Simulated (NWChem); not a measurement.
Species: CH2ClNO2Si; SMILES Cl[Si@H](O)N=C=O

```xyz
8

O      0.4693    -3.3034     0.1876
C      0.1365    -2.1889     0.0200
N     -0.2282    -1.0553    -0.1496
Si    -0.4993     0.6073    -0.4185
O     -1.7934     1.1504     0.4325
Cl     1.2307     1.6056     0.1329
H     -0.7831     0.8671    -1.8328
H     -1.7777     1.0797     1.3979
```
Atoms are numbered in this order, from 1.

Program: NWChem. All runs use the structure optimised with B3LYP/6-31G* (spherical d). Total energies compare along this basis series because the functional is fixed.

```
level             basis functions  energy (Ha)  highest occupied level (eV)  orbital gap (eV)  dipole (D)
----------------  ---------------  -----------  ---------------------------  ----------------  ----------
TPSS/cc-pVDZ                  102    -994.4296                        -7.38              6.80        1.38
TPSS/aug-cc-pVDZ              164    -994.4558                        -7.65               [?]        1.33
TPSS/cc-pVTZ                  216    -994.5531                        -7.60              6.78        1.35
```

Q: Some entries are withheld; supply them.

A: 
- TPSS/aug-cc-pVDZ, orbital gap (eV): 6.51
